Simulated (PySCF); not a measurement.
Coordinates in bohr (charge 0 multiplicity 4):
```
Cr    0.4349   -0.0271    0.0000
O    -0.0023   -2.9623    0.0000
O    -1.2179    2.8358    0.0000
H    -2.9171    3.4723    0.0000
```

All numbers come from UPBE0/[Cr def2-SVP, O def2-SVP, H def2-SVP], no relativity, density fitting, PySCF.

This geometry of CrO(OH) is a stationary point at this level.

**Question.** What is the point group?

**Answer.** Cs.

**Question.** Is it a minimum?

**Answer.** Yes: all harmonic wavenumbers are real.

**Question.** List the harmonic modes with their infrared intensities.

**Answer.** 
```tsv
symmetry	ω (cm⁻¹)	IR (km/mol)
a'	162	21.6
a''	442	95.3
a'	536	143
a'	760	80.8
a'	1042	188
a'	3959	207
```

**Question.** Give the ideal-gas entropy at 298.15 K and 1 bar by parts.

**Answer.** translation 164.3, rotation 93.8, vibration 17.7, spin 11.5; total 287.3 J/(mol K).

Only a few start shapes were tried, so a lower isomer may exist. With open d or f shells other occupations or spin states may lie lower.
